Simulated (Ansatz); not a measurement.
A nudged elastic band was laid between two geometries of CH$_{5}$ClGeSe (9 atoms, charge 0, multiplicity 1).

Theory: RKS B3LYP/def2-SVP in Ansatz.

```
movable images  : 7
climbing image  : yes
spring          : 5.0 eV/Å²
optimiser       : quadratic models (default)
start path      : IDPP
force threshold : 0.03 eV/Å
iteration limit : 55
end points      : relaxed
```

Initial state:

```xyz
9
Properties=species:S:1:pos:R:3
Cl -2.069 -1.354 0.358
C -1.258 0.215 -0.001
Ge 0.655 0.177 0.524
Se 1.910 -1.358 -0.788
H -1.364 0.414 -1.076
H -1.784 1.004 0.557
H 1.239 1.600 0.363
H 0.771 -0.312 1.978
H 1.988 -0.431 -1.934
```

Final state:

```xyz
9
Properties=species:S:1:pos:R:3
Cl -1.256 0.351 -1.819
C -1.185 0.261 -0.015
Ge 0.697 0.263 0.611
Se 1.796 -1.691 -0.176
H -1.728 1.130 0.383
H -1.698 -0.658 0.296
H 1.383 1.549 0.108
H 0.743 0.185 2.153
H 1.337 -1.439 -1.558
```

Problem. What changes between the two ends?

Solution. No bond is made or broken. The dihedral Cl1–C2–Ge3–Se4 goes from 66 to -64°.

Problem. What energy profile does the band end with?

Solution. It converged. The highest image is number 4 of 0 to 8, 0.088 eV above the first end and 0.130 eV above the last; the last end lies 0.042 eV below the first. A vibrational analysis at the climbing image gives one clearly imaginary mode, 83i cm⁻¹: a first-order saddle point.

| image | path coordinate (Å) | energy (eV) | dihedral Cl1–C2–Ge3–Se4 (°) |
| --- | --- | --- | --- |
| 0 | 0.00 | 0.000 | 66 |
| 1 | 0.54 | 0.011 | 53 |
| 2 | 1.08 | 0.041 | 37 |
| 3 | 1.62 | 0.074 | 21 |
| 4 | 2.17 | 0.088 | 5 |
| 5 | 2.75 | 0.072 | -13 |
| 6 | 3.33 | 0.026 | -31 |
| 7 | 3.90 | -0.021 | -48 |
| 8 | 4.48 | -0.042 | -64 |

Problem. What is the geometry of the highest image?

Solution. 
```xyz
9
Properties=species:S:1:pos:R:3:forces:R:3
Cl -1.772 -1.086 -0.975 0.00 0.00 0.00
C -1.213 0.334 -0.025 0.00 0.01 0.01
Ge 0.703 0.262 0.552 0.00 0.00 0.00
Se 1.894 -1.604 -0.302 0.01 0.01 0.00
H -1.368 1.230 -0.643 0.01 -0.01 0.00
H -1.852 0.413 0.866 0.00 0.00 0.00
H 1.371 1.589 0.126 0.00 0.00 0.00
H 0.785 0.109 2.085 0.00 0.00 0.00
H 1.541 -1.292 -1.701 -0.01 -0.01 0.00
```

Problem. What are the harmonic wavenumbers there?

Solution. 83i, 70, 104, 222, 282, 410, 544, 565, 695, 742, 769, 786, 869, 1115, 1186, 1422, 2105, 2130, 2410, 3077, 3149 cm⁻¹.

Time of the run: 5.1 min on 2 threads of AMD EPYC 7R43 64-Core Processor (Zen 3), on a shared host, peak memory 0.35 GiB.
